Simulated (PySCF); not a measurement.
Job file and geometry (Å, from GFN2-xTB) of an NMR shielding run on `CSC[P@@H](=O)CC(C)C`, C6H15OPS, GIAO PBE0/pcSseg-1 NMR shielding, non-relativistic, gas phase in PySCF; density fitting, a coarse starting grid and PySCF grid level 2 are the driver's defaults:

```
$ OMP_NUM_THREADS=1 python probes_run.py task.json out

{"job": {"kind": "nmr", "xc": "PBE0", "basis": "pcSseg-1"}, "charge": 0, "multiplicity": 1}
C      4.074282     0.179717    -1.012549
S      3.581578     0.615361     0.676046
C      2.123278    -0.457407     0.872374
P      0.726459     0.279380    -0.069389
O      0.871325     0.185397    -1.524272
C     -0.787904    -0.508704     0.595336
C     -1.984789    -0.176756    -0.292739
C     -3.230299    -0.914979     0.188907
C     -2.210999     1.329855    -0.319467
H      4.915933     0.818185    -1.260612
H      4.376285    -0.863936    -1.038507
H      3.245963     0.362672    -1.688321
H      1.907384    -0.490764     1.938609
H      2.357248    -1.458413     0.504794
H      0.744445     1.581022     0.426209
H     -0.604070    -1.589123     0.594472
H     -0.954830    -0.188535     1.625067
H     -1.742426    -0.505362    -1.309419
H     -3.063594    -1.989807     0.198036
H     -4.071417    -0.705295    -0.466989
H     -3.493473    -0.598868     1.196683
H     -2.403281     1.710488     0.682395
H     -1.328775     1.827812    -0.722683
H     -3.060057     1.577823    -0.952166
```

Q: Write the output of this run.

A: 
```
coarse grid: 20152 points
cycle   1  E = -1051.4871575229  dE =  1.070e+00  |g| = 9.606e-01  |ddm| = 4.325e+00
cycle   2  E = -1050.8556886957  dE =  6.315e-01  |g| = 1.979e+00  |ddm| = 3.723e+00
cycle   3  E = -1051.6642986585  dE = -8.086e-01  |g| = 2.300e-01  |ddm| = 3.081e+00
cycle   4  E = -1051.6754151752  dE = -1.112e-02  |g| = 8.846e-02  |ddm| = 3.042e-01
cycle   5  E = -1051.6772682189  dE = -1.853e-03  |g| = 1.606e-02  |ddm| = 8.921e-02
cycle   6  E = -1051.6773338655  dE = -6.565e-05  |g| = 4.945e-03  |ddm| = 2.747e-02
cycle   7  E = -1051.6773393888  dE = -5.523e-06  |g| = 9.915e-04  |ddm| = 5.783e-03
final grid: 182712 points
cycle   8  E = -1051.7459863012  dE = -4.920e-05  |g| = 1.310e-02  |ddm| = 3.908e-02
cycle   9  E = -1051.7459411108  dE =  4.519e-05  |g| = 1.971e-02  |ddm| = 2.988e-02
cycle  10  E = -1051.7460240297  dE = -8.292e-05  |g| = 3.205e-03  |ddm| = 2.053e-02
cycle  11  E = -1051.7460260134  dE = -1.984e-06  |g| = 2.420e-04  |ddm| = 3.053e-03
cycle  12  E = -1051.7460260262  dE = -1.284e-08  |g| = 1.142e-04  |ddm| = 4.618e-04
cycle  13  E = -1051.7460260294  dE = -3.138e-09  |g| = 2.764e-05  |ddm| = 1.459e-04
cycle  14  E = -1051.7460260296  dE = -1.701e-10  |g| = 5.546e-06  |ddm| = 3.054e-05
converged SCF energy = -1051.7460260296

GIAO shielding tensors (ppm)
atom      isotropic    diamagn.    paramagn.     s11        s22        s33       span
  0 C      165.278     250.142     -84.865    146.892    164.115    184.826     37.934
  1 S      555.332    1055.301    -499.970    434.003    467.812    764.181    330.178
  2 C      150.813     257.734    -106.922    140.670    151.560    160.208     19.539
  3 P      308.864     967.427    -658.563    229.690    261.709    435.194    205.505
  4 O      263.224     396.787    -133.563    150.218    302.206    337.247    187.029
  5 C      142.897     262.813    -119.916    121.502    140.327    166.864     45.361
  6 C      161.131     246.519     -85.388    154.603    163.283    165.507     10.903
  7 C      160.444     245.665     -85.221    142.395    151.213    187.725     45.330
  8 C      163.354     250.455     -87.101    150.212    155.866    183.983     33.771
  9 H       29.967      27.130       2.837     24.901     26.482     38.518     13.618
 10 H       29.527      28.547       0.980     24.936     26.866     36.778     11.842
 11 H       27.941      30.004      -2.064     20.127     29.591     34.104     13.977
 12 H       29.964      32.616      -2.652     23.789     30.054     36.048     12.259
 13 H       29.434      32.979      -3.545     24.542     29.596     34.165      9.622
 14 H       24.500      31.345      -6.845     19.886     25.260     28.355      8.469
 15 H       29.998      36.589      -6.591     25.144     30.395     34.457      9.313
 16 H       30.952      36.348      -5.397     27.470     31.512     33.873      6.403
 17 H       29.409      33.464      -4.055     25.068     29.347     33.812      8.744
 18 H       30.613      29.500       1.114     25.950     28.493     37.398     11.448
 19 H       30.439      28.257       2.182     25.935     27.701     37.681     11.745
 20 H       30.996      29.623       1.372     27.591     29.030     36.365      8.774
 21 H       31.239      31.960      -0.721     28.333     28.921     36.462      8.130
 22 H       29.867      31.780      -1.912     24.025     30.425     35.151     11.127
 23 H       30.555      30.264       0.292     26.325     27.684     37.657     11.332
```

Q: Turn these shieldings into chemical shifts. δ = σ(ref) − σ, references computed at the same level: ¹³C (σref 186.93), ¹H (σref 31.72) against TMS; ³³S (σref 503.73) vs CS2; H3PO4 for ³¹P (σref 318.38); ¹⁷O (σref 336.08) vs H2O.

A: Averaging equivalent atoms: C 5: 44.0; C 2: 36.1; C 7: 26.5; C 6: 25.8; C 8: 23.6; C 0: 21.6; S 1: -52; P 3: 9.5; O 4: 72.9; H 14: 7.22; H 9/10/11: 2.57; H 17: 2.31; H 13: 2.28; H 12: 1.75; H 15: 1.72; H 21/22/23: 1.16; H 18/19/20: 1.03; H 16: 0.77 ppm. Experimental scales use liquid or dissolved standards, which lie at an offset from isolated H2O (liquid H2O: subtract about 36 ppm) and H3PO4.

Size and cost of the density-fitted run: 242 basis functions, 73 s wall time on 1 thread of an Arm Neoverse V1, shared host; peak memory 1.1 GiB.
